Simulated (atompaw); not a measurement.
## u(r) = r·R(r): atom against pseudo-atom (selenium)

Columns: radius, all-electron u(r) and pseudo u(r) of the 4p shell (level -6.51 eV) of selenium in the configuration [Ar] 3d10 4s2 4p4; PBE, scalar-relativistic, PAW (atompaw) scheme, atompaw 4.2.0.5.

```tsv
r (bohr)	all-electron	pseudo
0.058	0.1407	0.0016
0.115	0.1840	0.0063
0.173	0.0873	0.0142
0.231	-0.0574	0.0253
0.288	-0.1837	0.0393
0.346	-0.2694	0.0565
0.404	-0.3076	0.0767
0.462	-0.3044	0.0998
0.519	-0.2702	0.1251
0.577	-0.2134	0.1534
0.635	-0.1424	0.1840
0.692	-0.0653	0.2161
0.750	0.0162	0.2505
0.808	0.0971	0.2864
0.865	0.1738	0.3228
0.923	0.2475	0.3604
0.981	0.3158	0.3982
1.038	0.3772	0.4352
1.096	0.4335	0.4720
1.154	0.4838	0.5077
1.212	0.5280	0.5417
1.269	0.5660	0.5729
1.327	0.5992	0.6021
1.385	0.6274	0.6283
1.442	0.6505	0.6506
1.500	0.6697	0.6697
```

Question: How many radial nodes do the two functions have?

Answer: The all-electron 4p function has n − l − 1 = 2; the pseudo-wave has 0, since the states of the same l below it are removed with the core.

Question: Is the pseudo-wave norm-conserving?

Answer: No, it belongs to a PAW set: the norm inside the radius is not constrained, and the difference is carried by the augmentation charge.
